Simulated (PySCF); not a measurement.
## Gallium: a sound run and one with changed settings

Sound run: Ga⁺ [Ar] 3d10 4s2, Ga²⁺ [Ar] 3d10 4s1. Computed with PySCF 2.14 in cc-pVTZ-DK (6s5p3d1f, 43 functions), with the spin-free X2C one-electron Hamiltonian (Gaussian nucleus). In the sound run the correlated levels freeze [Ar] 3d10. The sound run starts from symmetry-adapted Hartree-Fock orbitals and uses a fine grid where one is needed.

Changed run: no relativity, point nucleus. This setting is unsound on purpose.

```csv
species,method,sound run (hartree),changed run (hartree),converged
Ga⁺,UHF,-1941.97146,-1912.00513,yes
Ga⁺,PBE,-1943.33717,-1913.37390,yes
Ga⁺,M06-2X,-1943.66655,-1913.70277,yes
Ga⁺,MP2,-1941.99728,-1912.03110,yes
Ga⁺,CCSD(T),-1942.00790,-1912.04224,yes
Ga²⁺,UHF,-1941.28160,-1911.33310,yes
Ga²⁺,PBE,-1942.57319,-1912.62984,yes
Ga²⁺,M06-2X,-1942.91495,-1912.97015,yes
```

Ionisation energy of Ga⁺:

| method | sound run (eV) | changed run (eV) |
| --- | --- | --- |
| UHF | 18.772 | 18.287 |
| PBE | 20.789 | 20.247 |
| M06-2X | 20.452 | 19.936 |
| MP2 | 19.475 | 18.994 |
| SCS-MP2 | 19.615 | 19.135 |
| CCSD | 19.764 | 19.297 |
| CCSD(T) | 19.764 | 19.297 |
| CCSDT | 19.764 | 19.297 |
| FCI | 19.764 | 19.297 |

Most of the change in total energy is the relativistic energy itself. On top of that the contraction fixes the core shape for the Hamiltonian it was made with, so the changed run is not a good calculation with the other Hamiltonian either.

For comparison, NIST gives 20.515 eV between the lowest levels.
